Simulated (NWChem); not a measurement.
System: C3H5NO; SMILES N#CCCO

Parts of the log:

```
             Northwest Computational Chemistry Package (NWChem) 7.3.0
             --------------------------------------------------------

                             Geometry "geometry" -> ""
                             -------------------------

 Output coordinates in angstroms (scale by  1.889725989 to convert to a.u.)

  No.       Tag          Charge          X              Y              Z
 ---- ---------------- ---------- -------------- -------------- --------------
    1 N                    7.0000     0.30426300     2.57674200     0.01642200
    2 C                    6.0000    -0.13152800     1.50119900    -0.00977300
    3 C                    6.0000    -0.63755500     0.12761000    -0.03732500
    4 C                    6.0000     0.49949600    -0.91934700     0.00830000
    5 O                    8.0000    -0.01406500    -2.23407400    -0.07496900
    6 H                    1.0000    -1.31282900    -0.01614100     0.81648500
    7 H                    1.0000    -1.22920900    -0.02751000    -0.94666400
    8 H                    1.0000     1.15074200    -0.78816700    -0.85992400
    9 H                    1.0000     1.11071200    -0.76745200     0.90931000
   10 H                    1.0000    -0.42679200    -2.45607000     0.77402400

 Effective nuclear repulsion energy (a.u.)     153.4785447570

  pbe96 is a nonlocal functional; adding pw91lda local functional.
                              NWChem Property Module
                              ----------------------

  itol2e modified to match energy
  convergence criterion.

                                 NWChem DFT Module
                                 -----------------

 Summary of "ao basis" -> "ao basis" (spherical)
 ------------------------------------------------------------------------------
       Tag                 Description            Shells   Functions and Types
 ---------------- ------------------------------  ------  ---------------------
 N                          def2-svp                 6       14   3s2p1d
 C                          def2-svp                 6       14   3s2p1d
 O                          def2-svp                 6       14   3s2p1d
 H                          def2-svp                 3        5   2s1p

  itol2e modified to match energy
  convergence criterion.

[...]

          -----------------------
          Electric field gradient
          -----------------------

 1 a.u. = 0.324123 10**(16) esu/cm**3  ( or statvolts/cm**2 ) = 0.97174 10**(22) v/m**2

 ------------------------------------------------------------
   Atom      X         Y         Z
 ------------------------------------------------------------
    1 N    0.57497   4.86934   0.03103
 ------------------------------------------------------------

 Electric field gradient in molecular frame (a.u.)
         XX             YY             ZZ             XY             XZ             YZ
 ------------------------------------------------------------------------------------------
       -0.233361       0.592331      -0.358969       0.389389       0.007927       0.022096

 Principal components (a.u.) and orientation
 of principal axis w.r.t. absolute frame                      Asymmetry parameter eta
 --------------------------------------------------------------------------------------
        0.747490      -0.388045      -0.359445                       0.038262

        0.369043       0.928809      -0.033470
        0.929170      -0.369529      -0.009508
        0.021200       0.027591       0.999394

 ------------------------------------------------------------
   Atom      X         Y         Z
 ------------------------------------------------------------
    2 C   -0.24855   2.83685  -0.01847
 ------------------------------------------------------------

 Electric field gradient in molecular frame (a.u.)
         XX             YY             ZZ             XY             XZ             YZ
 ------------------------------------------------------------------------------------------
       -0.066690       0.189696      -0.123006       0.120343       0.003177       0.007730

 Principal components (a.u.) and orientation
 of principal axis w.r.t. absolute frame                      Asymmetry parameter eta
 --------------------------------------------------------------------------------------
        0.237526      -0.123202      -0.114325                       0.037372

        0.367959      -0.019977       0.929627
        0.929553      -0.017013      -0.368295
        0.023173       0.999656       0.012310

 ------------------------------------------------------------
   Atom      X         Y         Z
 ------------------------------------------------------------
    3 C   -1.20480   0.24115  -0.07053
 ------------------------------------------------------------

 Electric field gradient in molecular frame (a.u.)
         XX             YY             ZZ             XY             XZ             YZ
 ------------------------------------------------------------------------------------------
        0.033368      -0.122066       0.088698      -0.072525       0.009227       0.002881

 Principal components (a.u.) and orientation
 of principal axis w.r.t. absolute frame                      Asymmetry parameter eta
 --------------------------------------------------------------------------------------
       -0.150803       0.090814       0.059990                       0.204396

        0.367387       0.243642       0.897589
        0.929723      -0.069912      -0.361563
       -0.025339       0.967342      -0.252204

 ------------------------------------------------------------
   Atom      X         Y         Z
 ------------------------------------------------------------
    4 C    0.94391  -1.73731   0.01568
 ------------------------------------------------------------

[...]
```

Level: PBE/def2-SVP. Structure relaxed at the B3LYP/6-31G* (spherical d) level. NWChem prints the field gradient with the sign opposite to the second derivative of the potential.

**Question.** Reconstruct the input file.

**Answer.** This is not unique; one that fits is the input that was run:
```
start job
memory heap 200 mb stack 900 mb global 1100 mb
geometry units angstroms noautosym nocenter noautoz
  N      0.304263     2.576742     0.016422
  C     -0.131528     1.501199    -0.009773
  C     -0.637555     0.127610    -0.037325
  C      0.499496    -0.919347     0.008300
  O     -0.014065    -2.234074    -0.074969
  H     -1.312829    -0.016141     0.816485
  H     -1.229209    -0.027510    -0.946664
  H      1.150742    -0.788167    -0.859924
  H      1.110712    -0.767452     0.909310
  H     -0.426792    -2.456070     0.774024
end
basis spherical
  * library def2-svp
end
dft
  xc xpbe96 cpbe96
  iterations 150
end
property
  efieldgrad
end
task dft property
```
